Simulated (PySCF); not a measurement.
# What a mistake does to a calculation on BFH2NSi anion

Calculated results; nothing here was measured. They come from PySCF 2.14.0, an open-source quantum chemistry program, on an isolated molecule that a program drew, which may never have been made. The molecule is BFH2NSi anion (charge -1, singlet), drawn as the SMILES string `FB=N[SiH2-]`.

Each row is a Hartree-Fock (HF) and frozen-core CCSD(T) single point in the aug-cc-pV(D+d)Z basis, meant for a local HF minimum. Run 1 is clean. Each other run has one planted mistake out of seven kinds, and not every kind appears here: one electron removed, one electron added, multiplicity raised by two, geometry at a saddle point, minimal basis STO-3G, one bond length entered in bohr, all coordinates scaled. The reference is restricted for singlets and unrestricted otherwise, and also for a bond in bohr. Adding or removing an electron swaps singlet and doublet. Electrons count all cores. HOMO and LUMO are orbital energies over both spins, the gradient is its largest component, and the lowest frequency (negative if imaginary) is given only where the gradient is small. Bond lengths are over the 5 bonds as drawn. T1 is the CCSD diagnostic: over 0.02 (restricted) or 0.045 (unrestricted) a single reference is doubtful.

Geometry of the clean run:
```xyz
6
BFH2NSi anion, angstrom
F    -1.5979   -2.3317    0.7754
B    -1.6467   -1.8754   -0.4653
N    -1.6921   -1.4503   -1.6187
Si   -1.7585   -0.6019   -3.2417
H    -0.6382   -1.3845   -3.9493
H    -2.9090   -1.4088   -3.8691
```

```
run,electrons,basis functions,<S^2>,HOMO (eV),LUMO (eV),gradient (hartree/bohr),lowest frequency (cm^-1),mean bond (Å),longest bond (Å),T1,HF (hartree),CCSD(T) (hartree),mistake
1,38,119,0.000,-1.77,3.62,1.1e-05,126,1.4927,1.833,0.0158,-468.74233,-469.35539,no fault
2,38,26,0.000,2.56,17.76,6.3e-02,-,1.4927,1.833,0.0145,-462.79707,-463.00425,minimal basis STO-3G
3,38,119,1.041,-5.30,2.72,9.7e-02,-,1.7281,2.500,0.0344,-468.59945,-469.20059,one bond length entered in bohr
4,38,119,2.006,0.87,3.18,8.2e-02,-,1.4927,1.833,0.0648,-468.68472,-469.27384,?
```

**Which mistake was planted in run 4, and what did it cost?**

Electrons, basis and geometry are unchanged, and <S^2> is 2.006, beside S(S+1) = 2.00 for a multiplicity of 3. So the mistake is: multiplicity raised by two. Subtracting run 1 and multiplying by 627.51 kcal/mol a hartree, the energy moved by 36.2 kcal/mol in HF and 51.2 kcal/mol in CCSD(T).

Cautions from the logs. Run 2: the HOMO is above zero, so the electron isn't bound and the energy depends on the basis; run 4: T1 is over the limit, so its CCSD(T) energy is less reliable and the HOMO is above zero, so the electron isn't bound and the energy depends on the basis.
